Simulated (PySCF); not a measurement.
Ionisation energy of Al⁺ by level of theory

Al⁺ [Ne] 3s2 (1S) → Al²⁺ [Ne] 3s1 (2S), as a difference of total energies. All numbers are calculated (PySCF 2.14, no relativity, point nucleus, in aug-cc-pV(T+d)Z (6s5p4d2f, 55 functions)). Correlated levels: valence: [Ne] frozen. The calculations carry no spin-orbit coupling.

```tsv
method	ionisation energy (eV)	error (eV)
UHF	17.521	-1.308
MP2 (valence)	18.278	-0.551
SCS-MP2 (valence)	18.430	-0.399
CCSD (valence)	18.597	-0.232
```

Reference: 18.829 eV (measured; NIST Atomic Spectra Database, ionization energies).

Errors of the correlated levels include the incompleteness of this basis and the frozen core.

With two correlated electrons CCSD is exact in that space.
